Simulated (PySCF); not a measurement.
BeH₃NS, SMILES [NH2][Be][SH]. Heavy atoms are numbered as in [Be:1]([NH2:2])[SH:5]. Hydrogens are named by the atom that carries them.

Geometry optimised at B3LYP-D3(BJ)/def2-TZVP. The values are those of a single conformer.

All values below come from HF/def2-TZVPD run with PySCF.

Mulliken values depend strongly on the basis, most of all with diffuse functions as here. ESP charges are fitted to the potential on shells at 1.4 to 2.0 van der Waals radii. Atomic charges (e), one atom of each kind:

```csv
atom,ESP fit,Mulliken
Be1,0.86,0.15
N2 (NH2),-1.39,-0.30
H on N2,0.44,0.20
S5 (SH),-0.50,-0.45
H on S5,0.14,0.20
```
